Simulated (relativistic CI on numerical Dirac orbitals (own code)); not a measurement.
**Ni2+ in a cubic cluster: 3s photoemission with charge transfer**

Computed with a charge-transfer multiplet model of a cubic metal-ligand cluster with up to 2 ligand holes, Slater and spin-orbit integrals from Dirac-Coulomb-Breit ions, Slater integrals scaled by 0.8. The parameters are those of a tetrahedral site (10Dq negative, t2 hopping the larger). The ground state mixes d8 with configurations of k ligand holes L, whose averages lie at kΔ + k(k − 1)U_dd/2; a core hole lowers each added d electron by U_cd. 300 K, Lorentzian 1.4 eV and Gaussian 0.8 eV FWHM.

Atomic integrals in eV (Slater integrals scaled, ζ unscaled), ground: F2dd 9.736, F4dd 6.042, zeta_d 0.080; with the core hole: F2dd 10.650, F4dd 6.651, zeta_d 0.091, G2cd 10.769.

Cluster parameters (eV): U_dd = 6.6, U_cd = 7.8, 10Dq = -0.4, 10Dq(ligand) = 0, V(eg) = 1.35, V(t2g) = -2.29, final-state hopping factor = 0.9.

```csv
Case,n_d,d8,d9L,d10L2,S
Δ = 0 eV,8.53,0.51,0.45,0.04,1.00
Δ = 1 eV,8.42,0.60,0.38,0.02,1.00
Δ = 3 eV,8.27,0.74,0.25,0.01,1.00
Δ = 4 eV,8.21,0.80,0.20,0.01,1.00
Δ = 5 eV,8.17,0.83,0.16,0.00,1.00
```

Weights, n_d and S are thermal averages at 300 K. Binding energies count from the first peak over 30 % of the highest in each spectrum, which can be another peak from case to case. The parameters are a model scan and need not match a compound or its usual spin state. Peaks in eV (height, largest 100):
- Δ = 0 eV: 0.0 (100), 5.3 (39), 8.1 (34), 9.9 (24), 16.0 (16)
- Δ = 1 eV: 0.0 (100), 5.5 (40), 8.2 (38), 14.9 (20)
- Δ = 3 eV: 0.0 (100), 5.6 (47), 8.3 (33), 13.1 (22)
- Δ = 4 eV: 0.0 (100), 5.4 (48), 8.6 (28), 12.5 (19)
- Δ = 5 eV: 0.0 (100), 5.4 (45), 9.2 (26), 12.3 (13)

For the case Δ = 3 eV, Δ = 3 eV is smaller than U_dd = 6.6 eV, the charge-transfer side of the Zaanen-Sawatzky-Allen scheme. With the core hole the configuration with one ligand hole lies at Δ − U_cd = -7.8, -6.8, -4.8, -3.8, -2.8 eV from the one without, in the order of the table; where this is negative the screened configuration lies lower, though the effective hopping of about 2.7 eV (from the holes of the mixed ground state) mixes the two strongly wherever it is as large as the gap.

Without intra-shell correlation the exchange splitting of the 3s hole comes out too large.
